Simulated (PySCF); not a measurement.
**Cost of response and excited-state runs on SMILES Br[SiH2][SiH3], BrH$_{5}$Si$_{2}$**

Atom-mapped SMILES (the numbers label the heavy atoms): `[SiH3:1][SiH2:2][Br:3]`; H(Xn) means a hydrogen on atom n.

PySCF with density fitting, on 1 thread of an Arm Neoverse V1, shared host. Command: `OMP_NUM_THREADS=1 python excited_run.py task.json out`

How long does each of these runs take, and how much memory?
- first hyperpolarisability, B3LYP/aug-cc-pVDZ; wavelengths [1064] nm
- excited states, LC-wPBE/aug-cc-pVDZ; Tamm-Dancoff; spin-orbit couplings; 5 states; 4 triplets; quadratic response for 4 states
- excited states, PBE0/aug-cc-pVDZ; two-photon moments; 6 states; quadratic response for 5 states; 0 triplets


| run | level | basis functions | wall time | peak memory (GiB) |
| --- | --- | --- | --- | --- |
| first hyperpolarisability | B3LYP/aug-cc-pVDZ | 135 | 11 s | 0.56 |
| excited states | LC-wPBE/aug-cc-pVDZ | 135 | 20 s | 0.51 |
| excited states | PBE0/aug-cc-pVDZ | 135 | 15 s | 0.55 |

Times from a shared host are rough.
